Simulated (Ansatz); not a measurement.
# Molecular dynamics of C₂H₆Cl₃NSi

Input file:

```yaml
crystal:
  periodic: [false, false, false]
  atoms:
    - { symbol: Si, position_ang: [-0.048965, 0.076212, 0.075658] }
    - { symbol: Cl, position_ang: [-0.226049, 0.243911, 2.168831] }
    - { symbol: Cl, position_ang: [1.996064, 0.029542, -0.354607] }
    - { symbol: "N", position_ang: [-0.761046, 1.339365, -0.838622] }
    - { symbol: C, position_ang: [-2.237535, 1.403785, -0.975438] }
    - { symbol: H, position_ang: [-2.650257, 0.384138, -1.020767] }
    - { symbol: H, position_ang: [-2.717539, 1.946254, -0.13838] }
    - { symbol: H, position_ang: [-2.489525, 1.926177, -1.9131] }
    - { symbol: C, position_ang: [-0.104822, 2.669877, -0.883867] }
    - { symbol: H, position_ang: [-0.385276, 3.177403, -1.821665] }
    - { symbol: H, position_ang: [-0.402441, 3.318475, -0.037668] }
    - { symbol: H, position_ang: [0.988752, 2.544102, -0.867237] }
    - { symbol: Cl, position_ang: [-0.966261, -1.722141, -0.466136] }
basis:
  gaussian: { orbitals: STO-3G }
hamiltonian:
  xc: pbe0
md:
  timestep: 0.25
  n_steps: 250
  ensemble: nvt_nose_hoover
  temperature: 200.0
  initial_velocities: maxwell_boltzmann
  seed: 528491
```

Launched with:

```bash
$ ansatz run input.yaml --threads 1 --pin off --max-ram 2048MiB --backend cpu --events-out ev --progress --plain --runs-dir out
```

It starts from a relaxed structure.

Output, in part (one step line in 5, the closing report, with atoms numbered from 0):

```
md step     0: t =     0.00 fs  T =   200.0 K  F+E_penalty+E_count = -48548.79256220 eV  E_kin = 0.284372 eV  conserved = -48548.50819020 eV  (21 SCF iters)
md step     5: t =     1.25 fs  T =   165.4 K  F+E_penalty+E_count = -48548.74314294 eV  E_kin = 0.235243 eV  conserved = -48548.50790141 eV  (19 SCF iters)
md step    10: t =     2.50 fs  T =   125.9 K  F+E_penalty+E_count = -48548.68661682 eV  E_kin = 0.178991 eV  conserved = -48548.50763859 eV  (19 SCF iters)
md step    15: t =     3.75 fs  T =   141.6 K  F+E_penalty+E_count = -48548.70919308 eV  E_kin = 0.201334 eV  conserved = -48548.50790293 eV  (19 SCF iters)
md step    20: t =     5.00 fs  T =   154.2 K  F+E_penalty+E_count = -48548.72726293 eV  E_kin = 0.219251 eV  conserved = -48548.50811181 eV  (19 SCF iters)
md step    25: t =     6.25 fs  T =   117.2 K  F+E_penalty+E_count = -48548.67428703 eV  E_kin = 0.166636 eV  conserved = -48548.50781725 eV  (18 SCF iters)
md step    30: t =     7.50 fs  T =    98.1 K  F+E_penalty+E_count = -48548.64684298 eV  E_kin = 0.139446 eV  conserved = -48548.50763085 eV  (18 SCF iters)
md step    35: t =     8.75 fs  T =   136.4 K  F+E_penalty+E_count = -48548.70162607 eV  E_kin = 0.193952 eV  conserved = -48548.50800955 eV  (18 SCF iters)
md step    40: t =    10.00 fs  T =   148.3 K  F+E_penalty+E_count = -48548.71851377 eV  E_kin = 0.210858 eV  conserved = -48548.50814287 eV  (18 SCF iters)
md step    45: t =    11.25 fs  T =   102.2 K  F+E_penalty+E_count = -48548.65246085 eV  E_kin = 0.145317 eV  conserved = -48548.50777721 eV  (18 SCF iters)
md step    50: t =    12.50 fs  T =    79.8 K  F+E_penalty+E_count = -48548.62033631 eV  E_kin = 0.113411 eV  conserved = -48548.50767580 eV  (18 SCF iters)
md step    55: t =    13.75 fs  T =   105.2 K  F+E_penalty+E_count = -48548.65669936 eV  E_kin = 0.149595 eV  conserved = -48548.50800321 eV  (18 SCF iters)
md step    60: t =    15.00 fs  T =   105.5 K  F+E_penalty+E_count = -48548.65694417 eV  E_kin = 0.149988 eV  conserved = -48548.50805823 eV  (19 SCF iters)
md step    65: t =    16.25 fs  T =    69.5 K  F+E_penalty+E_count = -48548.60518210 eV  E_kin = 0.098760 eV  conserved = -48548.50770394 eV  (17 SCF iters)
md step    70: t =    17.50 fs  T =    76.2 K  F+E_penalty+E_count = -48548.61457047 eV  E_kin = 0.108302 eV  conserved = -48548.50770830 eV  (17 SCF iters)
md step    75: t =    18.75 fs  T =   123.6 K  F+E_penalty+E_count = -48548.68216565 eV  E_kin = 0.175773 eV  conserved = -48548.50809707 eV  (19 SCF iters)
md step    80: t =    20.00 fs  T =   124.6 K  F+E_penalty+E_count = -48548.68308363 eV  E_kin = 0.177099 eV  conserved = -48548.50805295 eV  (19 SCF iters)
md step    85: t =    21.25 fs  T =    86.4 K  F+E_penalty+E_count = -48548.62822142 eV  E_kin = 0.122897 eV  conserved = -48548.50770707 eV  (20 SCF iters)
md step    90: t =    22.50 fs  T =    86.8 K  F+E_penalty+E_count = -48548.62850503 eV  E_kin = 0.123377 eV  conserved = -48548.50777663 eV  (17 SCF iters)
md step    95: t =    23.75 fs  T =   111.4 K  F+E_penalty+E_count = -48548.66344954 eV  E_kin = 0.158373 eV  conserved = -48548.50807689 eV  (22 SCF iters)
md step   100: t =    25.00 fs  T =    93.3 K  F+E_penalty+E_count = -48548.63726628 eV  E_kin = 0.132706 eV  conserved = -48548.50795650 eV  (17 SCF iters)
md step   105: t =    26.25 fs  T =    60.9 K  F+E_penalty+E_count = -48548.59057446 eV  E_kin = 0.086620 eV  conserved = -48548.50764607 eV  (17 SCF iters)
md step   110: t =    27.50 fs  T =    82.4 K  F+E_penalty+E_count = -48548.62104663 eV  E_kin = 0.117192 eV  conserved = -48548.50783400 eV  (17 SCF iters)
md step   115: t =    28.75 fs  T =   116.5 K  F+E_penalty+E_count = -48548.66934773 eV  E_kin = 0.165678 eV  conserved = -48548.50811437 eV  (20 SCF iters)
md step   120: t =    30.00 fs  T =    98.6 K  F+E_penalty+E_count = -48548.64316446 eV  E_kin = 0.140219 eV  conserved = -48548.50792115 eV  (22 SCF iters)
md step   125: t =    31.25 fs  T =    70.5 K  F+E_penalty+E_count = -48548.60250673 eV  E_kin = 0.100207 eV  conserved = -48548.50768514 eV  (19 SCF iters)
md step   130: t =    32.50 fs  T =    85.0 K  F+E_penalty+E_count = -48548.62295982 eV  E_kin = 0.120851 eV  conserved = -48548.50789110 eV  (19 SCF iters)
md step   135: t =    33.75 fs  T =    97.3 K  F+E_penalty+E_count = -48548.64014712 eV  E_kin = 0.138387 eV  conserved = -48548.50806817 eV  (19 SCF iters)
md step   140: t =    35.00 fs  T =    68.5 K  F+E_penalty+E_count = -48548.59847352 eV  E_kin = 0.097464 eV  conserved = -48548.50781119 eV  (19 SCF iters)
md step   145: t =    36.25 fs  T =    56.4 K  F+E_penalty+E_count = -48548.58072558 eV  E_kin = 0.080223 eV  conserved = -48548.50766080 eV  (17 SCF iters)
md step   150: t =    37.50 fs  T =    94.2 K  F+E_penalty+E_count = -48548.63426365 eV  E_kin = 0.133948 eV  conserved = -48548.50794858 eV  (17 SCF iters)
md step   155: t =    38.75 fs  T =   118.2 K  F+E_penalty+E_count = -48548.66773819 eV  E_kin = 0.168058 eV  conserved = -48548.50805269 eV  (16 SCF iters)
md step   160: t =    40.00 fs  T =   102.6 K  F+E_penalty+E_count = -48548.64458012 eV  E_kin = 0.145931 eV  conserved = -48548.50779776 eV  (20 SCF iters)
md step   165: t =    41.25 fs  T =   103.7 K  F+E_penalty+E_count = -48548.64536455 eV  E_kin = 0.147489 eV  conserved = -48548.50773961 eV  (20 SCF iters)
md step   170: t =    42.50 fs  T =   134.3 K  F+E_penalty+E_count = -48548.68824957 eV  E_kin = 0.190988 eV  conserved = -48548.50800674 eV  (19 SCF iters)
md step   175: t =    43.75 fs  T =   135.4 K  F+E_penalty+E_count = -48548.68867947 eV  E_kin = 0.192468 eV  conserved = -48548.50801059 eV  (18 SCF iters)
md step   180: t =    45.00 fs  T =   107.3 K  F+E_penalty+E_count = -48548.64760275 eV  E_kin = 0.152633 eV  conserved = -48548.50770605 eV  (16 SCF iters)
md step   185: t =    46.25 fs  T =   117.0 K  F+E_penalty+E_count = -48548.66056944 eV  E_kin = 0.166393 eV  conserved = -48548.50777407 eV  (18 SCF iters)
md step   190: t =    47.50 fs  T =   150.6 K  F+E_penalty+E_count = -48548.70754511 eV  E_kin = 0.214202 eV  conserved = -48548.50804697 eV  (18 SCF iters)
md step   195: t =    48.75 fs  T =   146.1 K  F+E_penalty+E_count = -48548.69973322 eV  E_kin = 0.207750 eV  conserved = -48548.50795397 eV  (18 SCF iters)
md step   200: t =    50.00 fs  T =   122.5 K  F+E_penalty+E_count = -48548.66478053 eV  E_kin = 0.174160 eV  conserved = -48548.50771998 eV  (19 SCF iters)
md step   205: t =    51.25 fs  T =   132.1 K  F+E_penalty+E_count = -48548.67746364 eV  E_kin = 0.187802 eV  conserved = -48548.50783812 eV  (20 SCF iters)
md step   210: t =    52.50 fs  T =   148.1 K  F+E_penalty+E_count = -48548.69914317 eV  E_kin = 0.210513 eV  conserved = -48548.50806486 eV  (19 SCF iters)
md step   215: t =    53.75 fs  T =   120.4 K  F+E_penalty+E_count = -48548.65843977 eV  E_kin = 0.171232 eV  conserved = -48548.50787770 eV  (19 SCF iters)
md step   220: t =    55.00 fs  T =    91.5 K  F+E_penalty+E_count = -48548.61608575 eV  E_kin = 0.130046 eV  conserved = -48548.50765234 eV  (20 SCF iters)
md step   225: t =    56.25 fs  T =   110.1 K  F+E_penalty+E_count = -48548.64194650 eV  E_kin = 0.156587 eV  conserved = -48548.50789635 eV  (17 SCF iters)
md step   230: t =    57.50 fs  T =   124.1 K  F+E_penalty+E_count = -48548.66076709 eV  E_kin = 0.176425 eV  conserved = -48548.50804154 eV  (17 SCF iters)
md step   235: t =    58.75 fs  T =    98.5 K  F+E_penalty+E_count = -48548.62307980 eV  E_kin = 0.140085 eV  conserved = -48548.50780756 eV  (17 SCF iters)
md step   240: t =    60.00 fs  T =    85.4 K  F+E_penalty+E_count = -48548.60336599 eV  E_kin = 0.121379 eV  conserved = -48548.50769195 eV  (17 SCF iters)
md step   245: t =    61.25 fs  T =   110.7 K  F+E_penalty+E_count = -48548.63860921 eV  E_kin = 0.157372 eV  conserved = -48548.50794051 eV  (20 SCF iters)
md step   250: t =    62.50 fs  T =   117.7 K  F+E_penalty+E_count = -48548.64742283 eV  E_kin = 0.167325 eV  conserved = -48548.50804913 eV  (22 SCF iters)
Total energy: -48548.64744293 eV, -1784.1298860726 hartree
Atom 0 at    -0.009591     0.071224     0.069580 Å, force    -1.491641    -0.584210    -0.382507 eV/Å
Atom 1 at    -0.220774     0.352014     2.138800 Å, force     0.088304    -0.052134     0.175149 eV/Å
Atom 2 at     2.004020    -0.020327    -0.371596 Å, force     0.519345     0.031224    -0.095880 eV/Å
Atom 3 at    -0.789402     1.297200    -0.869371 Å, force     0.220383     0.040352     0.186989 eV/Å
Atom 4 at    -2.277209     1.365211    -1.044701 Å, force    -0.008854    -1.045152     0.452647 eV/Å
Atom 5 at    -2.663767     0.356547    -1.359608 Å, force     0.430010     0.778796     0.160064 eV/Å
Atom 6 at    -2.818466     1.635018    -0.096336 Å, force     0.306016     0.169591    -0.679147 eV/Å
Atom 7 at    -2.479046     2.092008    -1.852578 Å, force    -0.151123    -0.001875     0.270307 eV/Å
Atom 8 at    -0.145445     2.613347    -0.639980 Å, force     0.563090     0.146107    -0.157423 eV/Å
Atom 9 at    -0.457604     3.306893    -1.421956 Å, force    -0.196728     0.364011    -0.211578 eV/Å
Atom 10 at    -0.347612     3.057402     0.347816 Å, force    -0.294607     0.109529     0.139768 eV/Å
Atom 11 at     0.952817     2.498997    -0.717816 Å, force    -0.200455    -0.019928    -0.059310 eV/Å
Atom 12 at    -0.967801    -1.717597    -0.481173 Å, force     0.216259     0.063688     0.200922 eV/Å
Dipole moment:    -0.298745     0.583206    -0.227843 e Å
```

The run went to its last step. The conserved energy stayed within 0.045 meV per atom of its start (net change 0.011 meV per atom), so the integration is sound. The mean temperature of the second half is 45 % below the set value. A run of 0.062 ps of so small a system gives no equilibrium averages. Limits of this set-up: minimal basis.

The same pairs are bonded in the first frame and the last. Pairs count as bonded within 1.25 times the sum of covalent radii (0.12 Å more for H–H).

Last frame:

```xyz
13
Properties=species:S:1:pos:R:3
Si -0.010 0.071 0.070
Cl -0.221 0.352 2.139
Cl 2.004 -0.020 -0.372
N -0.789 1.297 -0.869
C -2.277 1.365 -1.045
H -2.664 0.356 -1.360
H -2.818 1.635 -0.096
H -2.479 2.092 -1.853
C -0.145 2.613 -0.640
H -0.458 3.307 -1.422
H -0.348 3.057 0.348
H 0.953 2.499 -0.718
Cl -0.968 -1.718 -0.481
```

The run took 13 min on 1 thread of Intel(R) Xeon(R) Platinum 8488C (Sapphire Rapids), on a shared host, peak memory 0.18 GiB.
